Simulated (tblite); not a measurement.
Run record: tight-binding relaxation, `[H]/[C]=C\B(N)Cl` [radical].

Computed with GFN2-xTB geometry optimisation, gas phase (tblite 0.8.0). Start geometry: from a force field or distance geometry. The input is one job of a driver script: a line of settings, then coordinates in Å.

Command:
```bash
OMP_NUM_THREADS=1 python probes_run.py task.json out
```

Input:
```
{"job": {"kind": "relax", "xc": "GFN2-xTB", "basis": "xTB"}, "charge": 0, "multiplicity": 2}
C      1.147900    -1.308200     0.493300
C      0.768800    -0.082400     0.887300
B     -0.306100     0.764800     0.151300
N     -1.025500     0.256300    -1.105200
Cl    -0.744400     2.439500     0.800300
H      0.702200    -1.785500    -0.381000
H      1.246600     0.337000     1.774300
H     -1.487900    -0.644200    -0.836800
H     -0.288100     0.028600    -1.808800
```

Output:
```
step      E/eV     max force
  0    -405.66036    2.284
  1    -405.87217    1.641
  2    -405.99723    0.834
  3    -406.03150    0.739
  4    -406.05334    0.415
  5    -406.05849    0.249
  6    -406.06494    0.169
  7    -406.06808    0.233
  8    -406.07518    0.331
  9    -406.08177    0.321
... (108 lines left out)
118    -406.93384    0.075
119    -406.93402    0.043
120    -406.93418    0.029
121    -406.93434    0.044
122    -406.93444    0.037
123    -406.93456    0.026
124    -406.93464    0.014
125    -406.93466    0.022
126    -406.93467    0.031
127    -406.93469    0.005
```

«max force» is the largest atomic force in eV/Å.

From which step on does the largest force stay under 0.1 eV/Å, and how much energy is left to gain from there?

From step 88 (0.100 eV/Å), 5.4 meV above the end.

In short: energy lowered by 29.4 kcal/mol over 127 steps; largest atomic force 0.005 eV/Å at the end.

Where do the atoms end?

0.613 Å rms from the input after alignment:
```
atom  x, y, z in Å
C1     1.5023   -1.1108    0.3743
C2     0.8839   -0.0672    0.8345
B3    -0.4064    0.6028    0.2134
N4    -1.0121    0.1139   -0.9324
Cl5   -1.0959    1.9962    0.9823
H6     1.3825   -1.7789   -0.4509
H7     1.2660    0.4126    1.7312
H8    -1.8336    0.5256   -1.3431
H9    -0.6730   -0.6883   -1.4345
```

Time: 0.4 s. Hardware: an Arm Neoverse V2 with one thread, shared host with 96 logical CPUs at a one-minute load of 44.
Labels such as C1 count atoms from 1, the log's own numbers from 0.
